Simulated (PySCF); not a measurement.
**Computed vibrations of [Eu(NH2)4]−**

[Eu(NH2)4]− (singlet in the valence; each metal's 4f electrons, 6 of them, lie in its core potential, out of spins and levels). PySCF 2.14.0, RKS B3LYP, Eu lcecp-1-SVP with ECP52, N def2-SVP, H def2-SVP; non-relativistic Hamiltonian with scalar-relativistic core potentials where named; density fitting; no spin-orbit coupling. Central differences of gradients.

```xyz
13

Eu    0.0000    0.0000    0.0000
N     1.1453    1.4203    1.4203
H     1.5445    1.1868    2.3341
H     1.5445    2.3341    1.1868
N    -1.1453   -1.4203    1.4203
H    -1.5445   -1.1868    2.3341
H    -1.5445   -2.3341    1.1868
N     1.1453   -1.4203   -1.4203
H     1.5445   -2.3341   -1.1868
H     1.5445   -1.1868   -2.3341
N    -1.1453    1.4203   -1.4203
H    -1.5445    2.3341   -1.1868
H    -1.5445    1.1868   -2.3341
```

Run from Python with OMP_NUM_THREADS=2. Where DIIS fails, smearing, a level shift and second-order steps follow.
It took 2.3 min on 2 threads of Arm Neoverse N1, with other jobs on the host.

Q: What are the harmonic wavenumbers and infrared intensities?

A: Modes are labelled in D2d; negative numbers are unstable modes, those under 60 cm⁻¹ near the noise; a finer grid moves soft modes by up to 10 cm⁻¹.
```csv
cm⁻¹,km/mol,symmetry
-118,–,a2
78,12.2,e
78,12.2,e
84,0.2,b2
94,0.0,b1
96,0.0,a1
135,5.4,e
135,5.4,e
215,0.0,b1
272,0.0,a2
321,14.0,e
321,14.0,e
344,159.7,e
344,159.7,e
359,0.0,b1
367,239.4,b2
368,0.0,a1
439,192.2,e
439,192.2,e
444,155.3,b2
469,0.0,a1
1516,17.6,b2
1516,3.4,e
1516,3.4,e
1521,0.0,a1
3450,16.4,b2
3450,18.8,e
3450,18.8,e
3452,0.0,a1
3526,0.0,a2
3526,19.6,e
3526,19.6,e
3526,0.0,b1
```

Q: Is this a minimum?

A: No: 1 unstable; the lowest moves the atoms so:
```
Eu   0.00  0.00  0.00
N    0.00  0.00  0.00
H   -0.31  0.07  0.15
H    0.31 -0.15 -0.07
N    0.00  0.00  0.00
H   -0.31  0.07 -0.15
H    0.31 -0.15  0.07
N    0.00  0.00  0.00
H    0.31  0.15  0.07
H   -0.31 -0.07 -0.15
N    0.00  0.00  0.00
H    0.31  0.15 -0.07
H   -0.31 -0.07  0.15
```

An lcecp potential fixes the number of 4f electrons, so in runs with it no electron can move into or out of that shell.
